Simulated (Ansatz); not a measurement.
`O[SiH]1C=C1[SiH3]`, charge 0, multiplicity 1.

Problem. Give a relaxed structure at PBE0-D4/def2-TZVP (Ansatz). (Estimate.)

Solution. Ansatz gave: 
Z-matrix (Å, degrees):
```
Si
C 1 1.783
C 1 1.808 2 44.3
O 1 1.638 2 125.2 3 -106.0
H 1 1.471 2 124.1 3 105.3
H 2 1.086 1 159.3 3 177.3
Si 3 1.848 1 156.7 2 -177.8
H 4 0.959 1 117.3 2 26.0
H 7 1.489 3 111.4 1 178.6
H 7 1.487 3 109.2 1 58.1
H 7 1.486 3 109.5 1 -60.5
```
This is one stationary point; other conformers may exist.
